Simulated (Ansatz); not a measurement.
C₃H₈AlCl, SMILES `[CH3][Al]([CH3])[CH2]Cl`. Total charge 0; spin multiplicity 1.

```xyz
13

C     1.606   -0.441    1.049
Al   -0.026   -0.008    0.069
C    -1.507   -1.247   -0.217
C    -0.236    1.835   -0.589
Cl    0.566    1.100   -2.091
H     2.405    0.279    0.856
H     1.982   -1.436    0.794
H     1.421   -0.441    2.129
H    -2.108   -1.348    0.694
H    -2.177   -0.910   -1.012
H    -1.156   -2.250   -0.475
H    -1.192    2.225   -0.931
H     0.421    2.643   -0.275
```

Give the diagnostics of a CCSD(T)/def2-TZVPP run (frozen core, Ansatz 0.2.0). (Best estimate.)

The calculation gave: T1 = 0.0099, largest single amplitude 0.012, largest double 0.025, (T) share of the correlation energy 3.9 %, 9 CCSD cycles. The RHF solution is stable towards an unrestricted one. T1 lies under the customary mark of 0.02 for closed shells.
